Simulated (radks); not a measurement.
Values are calculated unless marked as measured or tabulated.
How relativity changes the ionisation of the argon ion Ar15+ ([He] 2s1) to Ar16+ ([He]). Spin-unpolarised spherical Kohn-Sham, LDA (Slater exchange, Perdew-Wang correlation), point nucleus unless stated (finite: rms radius 3.4274 fm), a radial shooting solver on a logarithmic mesh with Libxc functionals. A level marked "c x" has the speed of light scaled by that factor.

| level | E(Ar15+) (hartree) | E(Ar16+) (hartree) | IE (eV) | HOMO | <r> HOMO (bohr) |
|---|---|---|---|---|---|
| non-rel. | -344.90719 | -311.53451 | 908.12 | 2s | 0.3590 |
| scalar-rel. | -346.40842 | -312.86680 | 912.71 | 2s | 0.3571 |
| scalar-rel., finite nucleus | -346.40775 | -312.86616 | 912.71 | 2s | 0.3571 |
| Dirac | -346.40842 | -312.86680 | 912.71 | 2s1/2 | 0.3570 |
| Dirac, finite nucleus | -346.40775 | -312.86616 | 912.71 | 2s1/2 | 0.3570 |
| Dirac, c x 0.85 | -346.99196 | -313.38465 | 914.50 | 2s1/2 | 0.3562 |
| Dirac, c x 5 | -344.96674 | -311.58736 | 908.30 | 2s1/2 | 0.3590 |
| Dirac, c x 100 | -344.90733 | -311.53464 | 908.12 | 2s1/2 | 0.3590 |

NIST Atomic Spectra Database: 918.38 eV (theoretical). The relativistic part of the total energy of Ar15+ is -1.501 hartree (Dirac, finite nucleus), 0.44 % of the non-relativistic value. Spin polarisation and multiplet splitting of open shells are left out at every level.

Beside tabulated values, note that spin-unpolarised runs miss the spin-polarisation part of the exchange energy of open shells.
